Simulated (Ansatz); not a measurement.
Ansatz (an electronic-structure program) job for Cu(F) cation (CuF), SMILES [F][Cu] (connectivity only; charge and spin as stated), charge +1, multiplicity 2, PBE0-D3(BJ)/def2-TZVPD. 

Ansatz 0.2 input:
```yaml
crystal:
  periodic: [false, false, false]
  atoms:
    - {symbol: Cu, position_ang: [0.00000000, 0.00000000, -0.40706858]}
    - {symbol: F, position_ang: [0.00000000, 0.00000000, 1.31166541]}
basis:
  gaussian:
    orbitals: def2-TZVPD
hamiltonian:
  xc: pbe0
  dispersion: d3bj
total_charge: 1
magnetization: {spin_polarized: true, initial_magnetization: 1}
relax: {f_tol: 0.002, max_steps: 200}
```

Program output:

```
WARN ansatz: RAYON_NUM_THREADS=1 ignored (pool sized by the plan → 1); use --threads N
Functional definition: PBE0
integrals: 0.02 GiB planned
745 factors; their error is unknown
mean field: 0.32 GiB planned
mean field evaluation 1: about -47324.1824 eV, gradient 9.7e1 eV
mean field evaluation 2: about -47125.9569 eV, gradient 3.4e2 eV
mean field evaluation 4: about -47334.9013 eV, gradient 4.3e1 eV
mean field evaluation 8: about -47339.1467 eV, gradient 4.0e-1 eV
mean field evaluation 16: about -47339.2681 eV, gradient 5.6e-4 eV
mean field evaluation 32: about -47338.1366 eV, gradient 1.3e1 eV
mean field -47339.26810445 eV, -1739.6860151301 hartree, gradient 5.5e-6 eV, S^2 0.753374; 2 other end points of the search recorded, 0 dependent functions left out
the calculation of the forces begins
reference -47339.26813634 eV, -1739.6860163021 hartree; 19, 18 occupied and 69, 70 virtual orbitals, 745 factors
relax step   1: F+E_penalty+E_count = -47339.27707256 eV  Δ(F+E_penalty+E_count) = +0.000e0 eV  max|allowed force component| = 7.300e-1 eV/Å  Δτ_max = 0.0000 Å  (86 SCF iters, accepted)
these checks for a lower state are left out or cut short: starts, cluster_reference, orbital_swaps, neighbouring_geometries, increment
integrals: 0.02 GiB planned
745 factors; their error is unknown
mean field: 0.32 GiB planned
mean field -47339.27557462 eV, -1739.6862896537 hartree, gradient 6.9e-6 eV, S^2 0.753106; 0 other end points of the search recorded, 0 dependent functions left out
the calculation of the forces begins
reference -47339.27560657 eV, -1739.6862908279 hartree; 19, 18 occupied and 69, 70 virtual orbitals, 745 factors
relax step   2: F+E_penalty+E_count = -47339.28454359 eV  Δ(F+E_penalty+E_count) = -7.471e-3 eV  max|allowed force component| = 4.542e-1 eV/Å  Δτ_max = 0.0063 Å  (59 SCF iters, accepted)
these checks for a lower state are left out or cut short: starts, cluster_reference, orbital_swaps, neighbouring_geometries, increment
integrals: 0.02 GiB planned
745 factors; their error is unknown
mean field: 0.32 GiB planned
mean field evaluation 64: about -47339.2798 eV, gradient 9.9e-6 eV
mean field -47339.27981397 eV, -1739.6864454471 hartree, gradient 4.8e-6 eV, S^2 0.752725; 0 other end points of the search recorded, 0 dependent functions left out
the calculation of the forces begins
reference -47339.27984604 eV, -1739.6864466256 hartree; 19, 18 occupied and 69, 70 virtual orbitals, 745 factors
relax step   3: F+E_penalty+E_count = -47339.28878447 eV  Δ(F+E_penalty+E_count) = -4.241e-3 eV  max|allowed force component| = 4.724e-2 eV/Å  Δτ_max = 0.0101 Å  (60 SCF iters, accepted)
these checks for a lower state are left out or cut short: starts, cluster_reference, orbital_swaps, neighbouring_geometries, increment
integrals: 0.02 GiB planned
745 factors; their error is unknown
mean field: 0.32 GiB planned
mean field -47339.27985613 eV, -1739.6864469965 hartree, gradient 7.2e-6 eV, S^2 0.752757; 0 other end points of the search recorded, 0 dependent functions left out
the calculation of the forces begins
reference -47339.27988819 eV, -1739.6864481746 hartree; 19, 18 occupied and 69, 70 virtual orbitals, 745 factors
relax step   4: F+E_penalty+E_count = -47339.28882649 eV  Δ(F+E_penalty+E_count) = -4.202e-5 eV  max|allowed force component| = 9.385e-5 eV/Å  Δτ_max = 0.0009 Å  (48 SCF iters, accepted)
integrals: 0.02 GiB planned
745 factors; their error is unknown
mean field: 0.32 GiB planned
mean field evaluation 96: about -47339.2799 eV, gradient 1.0e-3 eV
mean field -47339.27985613 eV, -1739.6864469965 hartree, gradient 7.2e-6 eV, S^2 0.752757; 2 other end points of the search recorded, 0 dependent functions left out
the calculation of the forces begins
reference -47339.27988819 eV, -1739.6864481746 hartree; 19, 18 occupied and 69, 70 virtual orbitals, 745 factors
Total energy: -47339.28885855 eV, -1739.6867778292 hartree
Atom 0 at     0.000000     0.000000    -0.391562 Å, force     0.000000    -0.000000     0.000094 eV/Å
Atom 1 at    -0.000000    -0.000000     1.296159 Å, force     0.000000     0.000000    -0.000094 eV/Å
Dipole moment:     0.000000     0.000000    -1.010676 e Å
```

The calculation finished and met its thresholds.
